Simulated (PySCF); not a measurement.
C4H10Si2, SMILES C=C[SiH2]/C=C/[SiH3]. Geometry optimised at B3LYP-D3(BJ)/def2-SVP. The structure was generated by enumeration; whether it is a known compound was not checked. Other conformers were not sampled.

Computed equilibrium geometry at B3LYP-D3(BJ)/def2-SVP (PySCF confirms it by a frequency run) as bond lengths and angles (one conformer of several):
Atoms: C1 C2 Si3 C4 C5 Si6 H7 H8 H9 H10 H11 H12 H13 H14 H15 H16. Bond lengths (Å): C1–C2 1.340, C1–H7 1.096, C1–H8 1.096, C2–Si3 1.874, C2–H9 1.099, Si3–C4 1.880, Si3–H10 1.494, Si3–H11 1.494, C4–C5 1.347, C4–H12 1.101, C5–Si6 1.877, C5–H13 1.101, Si6–H14 1.494, Si6–H15 1.494, Si6–H16 1.492. Angles (°): C2–C1–H7 121.8, C2–C1–H8 122.2, H7–C1–H8 116.0, C1–C2–Si3 123.8, C1–C2–H9 118.0, Si3–C2–H9 118.1, C2–Si3–C4 110.9, C2–Si3–H10 111.0, C2–Si3–H11 107.6, C4–Si3–H10 107.3, C4–Si3–H11 110.5, H10–Si3–H11 109.7, Si3–C4–C5 124.3, Si3–C4–H12 117.4, C5–C4–H12 118.3, C4–C5–Si6 124.3, C4–C5–H13 118.1, Si6–C5–H13 117.5, C5–Si6–H14 110.7, C5–Si6–H15 110.7, C5–Si6–H16 109.2, H14–Si6–H15 107.5, H14–Si6–H16 109.4, H15–Si6–H16 109.3.
Charge 0, spin multiplicity 1.
